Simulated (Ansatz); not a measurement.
`[CH3][In]([NH2])[Br]` + H–F → `[NH2][In]([F])[Br]` + CH₄ at 600 K and 1 bar (ligand exchange at the In–C bond).

Computed with Ansatz on PBE0-D4/def2-TZVP structures; ΔE is electronic, products minus reactants. CCSD(T)/CBS is the MP2 limit (def2-TZVPP, def2-QZVPP) plus CCSD(T) − MP2 in def2-TZVPP, frozen cores. This one scheme is used for every species. def2 core potentials past Kr. For Br, In outer-core shells are correlated without core-valence functions, which leaves a few kJ/mol of doubt a bond. Scalar relativity is left out up to krypton. Each species was taken in one conformer, which may not be the lowest.

```json
{"species": "`[CH3][In]([NH2])[Br]`", "CCSD(T)/CBS energy (Eh)": "-2858.97077", "H − E (kJ/mol)": "221.8", "S (J/(mol·K))": "470.4"}
{"species": "H–F", "CCSD(T)/CBS energy (Eh)": "-100.39570", "H − E (kJ/mol)": "42.3", "S (J/(mol·K))": "194.0"}
{"species": "`[NH2][In]([F])[Br]`", "CCSD(T)/CBS energy (Eh)": "-2918.92828", "H − E (kJ/mol)": "122.0", "S (J/(mol·K))": "426.0"}
{"species": "CH₄", "CCSD(T)/CBS energy (Eh)": "-40.46206", "H − E (kJ/mol)": "140.4", "S (J/(mol·K))": "215.7"}
```

H − E and S are ideal-gas, rigid-rotor, harmonic terms from PBE0-D4/def2-TZVP, for one conformer and one mirror image of each species. 1 Eh = 2625.50 kJ/mol, R = 8.31446 J/(mol·K).

By hand: ΔE, ΔH, ΔS and ΔG.

ΔE = (-2918.92828) + (-40.46206) − (-2858.97077) − (-100.39570) = -0.02387 Eh = -62.7 kJ/mol. Δ(H − E) = 122.0 + 140.4 − 221.8 − 42.3 = -1.7, so ΔH = -64.4 kJ/mol. ΔS = 426.0 + 215.7 − 470.4 − 194.0 = -22.7 J/(mol·K). ΔG = -64.4 − 600 × (-22.7)/1000 = -50.8 kJ/mol.

By hand: the equilibrium constant, and the temperature at which ΔG would vanish if ΔH and ΔS stayed fixed.

log₁₀ K = −ΔG/(RT ln 10) = 4.4. ΔG = 0 at ΔH/ΔS = 2837 K, far beyond where these terms or the molecules hold.

ΔH outweighs TΔS. A doubt of 5 kJ/mol in ΔE shifts log₁₀ K by 0.4 here. Other conformers and mirror images would add mixing entropy, several J/(mol·K) or more a flexible species. Modes under 60 cm⁻¹, often nearly free rotors, make the harmonic entropy too high. These are equilibria of isolated gas molecules and say nothing of rates. Largest T1 diagnostic: 0.013 (customary marks: 0.02 for closed shells, 0.045 for open ones).
